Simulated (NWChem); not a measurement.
# C$_{2}$H$_{7}$O$_{2}$ cation; SMILES OCC[OH2+]

```xyz
11

O     -0.6346    -1.1299    -0.1737
C      0.6989    -0.7707     0.1827
C      0.7464     0.7089    -0.1878
O     -0.6123     1.1417     0.1514
H     -0.9476    -1.9328     0.2674
H      0.8712    -0.9194     1.2605
H      1.4421    -1.3419    -0.3920
H      1.4619     1.2890     0.4065
H      0.9049     0.8667    -1.2637
H     -1.0981     0.1861     0.0239
H     -0.9678     1.8600    -0.4000
```
Atoms are numbered in this order, from 1.

Level: PBE0/def2-SVP (NWChem), optimised geometry, unscaled harmonic frequencies. 

### Question
List the harmonic frequencies with IR intensities, and the thermochemistry.

### Answer
| frequency (cm⁻¹) | IR intensity (km/mol) |
|---|---|
| 194 | 30.8 |
| 353 | 94.6 |
| 456 | 286.6 |
| 535 | 108.8 |
| 640 | 9.9 |
| 855 | 2.3 |
| 925 | 1.0 |
| 975 | 80.0 |
| 1017 | 188.8 |
| 1091 | 105.1 |
| 1094 | 32.4 |
| 1158 | 124.9 |
| 1250 | 138.9 |
| 1266 | 117.8 |
| 1282 | 72.2 |
| 1385 | 26.9 |
| 1441 | 5.2 |
| 1452 | 116.0 |
| 1493 | 46.0 |
| 1513 | 188.0 |
| 2307 | 647.5 |
| 3097 | 3.9 |
| 3128 | 1.4 |
| 3176 | 0.4 |
| 3224 | 3.2 |
| 3777 | 329.9 |
| 3844 | 218.9 |

| Property | Result |
|---|---|
| zero-point energy | 61.3 kcal/mol |
| thermal correction to the enthalpy at 298.15 K (with zero-point energy) | 64.9 kcal/mol |
| heat capacity Cv | 16.4 cal/(mol K) |
| entropy at 298.15 K and 1 atm (symmetry number 1) | 68.3 cal/(mol K) |

Rigid rotor and harmonic oscillator.
